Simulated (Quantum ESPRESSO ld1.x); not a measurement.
The numbers below are computed, except where a source is named.
Eu25+, configuration [Kr] 4d2. Level of theory: scalar-relativistic Kohn-Sham, LDA (Slater exchange, Perdew-Zunger correlation), spin-polarised, spherical densities, point nucleus; open shells are filled with parallel spins first (ld1.x of Quantum ESPRESSO 7.5).

Normalised radial functions P(r) = r R(r), r in bohr:

| r | 3d up | 4d down |
|---|---|---|
| 0.001663 | 0.0001 | 0.0000 |
| 0.001875 | 0.0001 | 0.0001 |
| 0.002114 | 0.0001 | 0.0001 |
| 0.002403 | 0.0002 | 0.0001 |
| 0.002709 | 0.0003 | 0.0002 |
| 0.003055 | 0.0004 | 0.0002 |
| 0.003444 | 0.0005 | 0.0003 |
| 0.003914 | 0.0007 | 0.0004 |
| 0.004413 | 0.0010 | 0.0006 |
| 0.004976 | 0.0014 | 0.0008 |
| 0.005655 | 0.0020 | 0.0012 |
| 0.006377 | 0.0028 | 0.0016 |
| 0.007189 | 0.0039 | 0.0022 |
| 0.008106 | 0.0054 | 0.0031 |
| 0.009213 | 0.0076 | 0.0044 |
| 0.01039 | 0.0105 | 0.0061 |
| 0.01171 | 0.0144 | 0.0084 |
| 0.01331 | 0.0202 | 0.0117 |
| 0.01501 | 0.0277 | 0.0161 |
| 0.01692 | 0.0379 | 0.0219 |
| 0.01908 | 0.0515 | 0.0298 |
| 0.02168 | 0.0710 | 0.0411 |
| 0.02445 | 0.0955 | 0.0552 |
| 0.02757 | 0.1277 | 0.0737 |
| 0.03133 | 0.1726 | 0.0995 |
| 0.03533 | 0.2272 | 0.1306 |
| 0.03983 | 0.2964 | 0.1700 |
| 0.04491 | 0.3828 | 0.2188 |
| 0.05104 | 0.4967 | 0.2825 |
| 0.05755 | 0.6260 | 0.3540 |
| 0.06489 | 0.7781 | 0.4367 |
| 0.07375 | 0.9646 | 0.5355 |
| 0.08315 | 1.1591 | 0.6347 |
| 0.09375 | 1.3665 | 0.7345 |
| 0.1057 | 1.5774 | 0.8266 |
| 0.1201 | 1.7918 | 0.9040 |
| 0.1355 | 1.9662 | 0.9428 |
| 0.1527 | 2.0972 | 0.9339 |
| 0.1736 | 2.1704 | 0.8560 |
| 0.1957 | 2.1632 | 0.7073 |
| 0.2207 | 2.0758 | 0.4811 |
| 0.2488 | 1.9108 | 0.1825 |
| 0.2828 | 1.6627 | -0.1966 |
| 0.3188 | 1.3844 | -0.5777 |
| 0.3595 | 1.0892 | -0.9437 |
| 0.4086 | 0.7866 | -1.2681 |
| 0.4606 | 0.5390 | -1.4683 |
| 0.5194 | 0.3412 | -1.5409 |
| 0.5856 | 0.1977 | -1.4803 |
| 0.6656 | 0.0989 | -1.2899 |
| 0.7504 | 0.0460 | -1.0347 |
| 0.8461 | 0.0188 | -0.7553 |
| 0.9616 | 0.0062 | -0.4823 |
| 1.084 | 0.0019 | -0.2818 |
| 1.222 | 0.0005 | -0.1452 |
| 1.378 | 0.0001 | -0.0651 |
| 1.567 | 0.0000 | -0.0233 |
| 1.766 | 0.0000 | -0.0074 |

3d up: eigenvalue -1900.5 eV, 0 radial nodes, <r> = 0.223 bohr, 90 % of the charge inside 0.347 bohr. 4d down (empty): eigenvalue -811.82 eV, 1 radial node at r = 0.265 bohr, <r> = 0.549 bohr, 90 % of the charge inside 0.801 bohr.
